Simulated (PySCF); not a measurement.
The second ionisation energy along the third row

Calculated with PySCF 2.14 from differences of total energies of unrestricted determinants, without spin-orbit coupling. Values in eV. The last column holds reference values (NIST; (s) semi-empirical, (t) theoretical, else measured). Unmarked ones compare directly (S terms, centres of terms, or small fine structure); those marked * lie between the lowest fine-structure levels and include a spin-orbit shift.

```
                             element               configurations     UHF     LDA    PBE0  r2SCAN  SCS-MP2 (valence)  SCS-MP2 (valence and next inner shell)     reference
 Mg (aug-cc-pCVQZ, non-relativistic)              [Ne] 3s1 → [Ne]  14.724  15.350  15.231  15.020                n/a                                  14.918        15.035
Al (aug-cc-pwCVQZ, non-relativistic)          [Ne] 3s2 → [Ne] 3s1  17.520  18.892  18.653  18.381             18.484                                  18.669        18.829
 P (aug-cc-pwCVQZ, non-relativistic)  [Ne] 3s2 3p2 → [Ne] 3s2 3p1  19.168  19.824  19.821  19.943             19.568                                  19.602  19.769 (s) *
 S (aug-cc-pwCVQZ, non-relativistic)  [Ne] 3s2 3p3 → [Ne] 3s2 3p2  22.722  23.405  23.382  23.511             23.198                                  23.238      23.338 *
Cl (aug-cc-pwCVQZ, non-relativistic)  [Ne] 3s2 3p4 → [Ne] 3s2 3p3  22.595  23.982  23.842  23.805             23.619                                  23.646        23.771
Ar (aug-cc-pwCVQZ, non-relativistic)  [Ne] 3s2 3p5 → [Ne] 3s2 3p4  26.369  27.828  27.605  27.662             27.526                                  27.562      27.630 *
```

Q: Fill in the row of Si (aug-cc-pwCVQZ, non-relativistic) ([Ne] 3s2 3p1 → [Ne] 3s2).

A: UHF 15.847; LDA 16.371; PBE0 16.437; r2SCAN 16.536; SCS-MP2 (valence) 16.135; SCS-MP2 (valence and next inner shell) 16.156; reference 16.322 (eV).

"Valence" correlates the outer s and p shells and, in groups 3 to 12 and the f block, the outer d or f shell, open or full, or the next shell where the ion has no valence electron left; the wider scheme adds the next inner shell.
